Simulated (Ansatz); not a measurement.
Relaxation of BrClF$_{2}$H$_{3}$NZr (9 atoms, charge 0, multiplicity 1), to a largest force component of 0.03 eV/Å in at most 50 steps.

Computed with RKS PBE0/def2-SVP in Ansatz.

```xyz
9
Properties=species:S:1:pos:R:3
Zr 0.285 -0.422 -0.701
F -1.233 -0.279 2.081
F 1.348 -0.102 -2.220
N -0.352 1.384 -0.186
H -0.970 1.502 0.618
H -0.167 2.282 -0.628
Cl -1.518 -1.816 -1.279
Br 1.782 -1.491 1.229
H -0.495 -0.642 2.506
```

**Question.** Where does it end, and by what steps?

**Answer.** The run converged. After 12 steps the energy has fallen by 0.302 eV; F2 moved furthest, 0.49 Å. Joined: Zr1–F2 (3.17 → 2.41 Å).

```tsv
step	energy less start (eV)	largest force component (eV/Å)	accepted
0	0.0000	0.940	yes
1	-0.0881	0.737	yes
2	-0.2157	0.314	yes
3	-0.2631	0.353	yes
4	-0.2929	0.234	yes
5	-0.2794	0.898	no
6	-0.2982	0.170	yes
7	-0.2850	0.630	no
8	-0.3003	0.075	yes
9	-0.3001	0.141	no
10	-0.3019	0.045	yes
11	-0.3022	0.033	yes
12	-0.3023	0.017	yes
```

```xyz
9
Properties=species:S:1:pos:R:3
Zr 0.118 -0.413 -0.407
F -1.014 -0.525 1.717
F 1.262 -0.176 -1.887
N -0.406 1.495 -0.142
H -1.061 1.850 0.551
H -0.098 2.257 -0.744
Cl -1.633 -1.791 -1.191
Br 1.761 -1.394 1.362
H -0.250 -0.887 2.160
```

Whether the end is a true minimum wasn't checked by a vibrational analysis.

The run took 49 s on 4 threads of Arm Neoverse V1, on a shared host, peak memory 0.42 GiB.
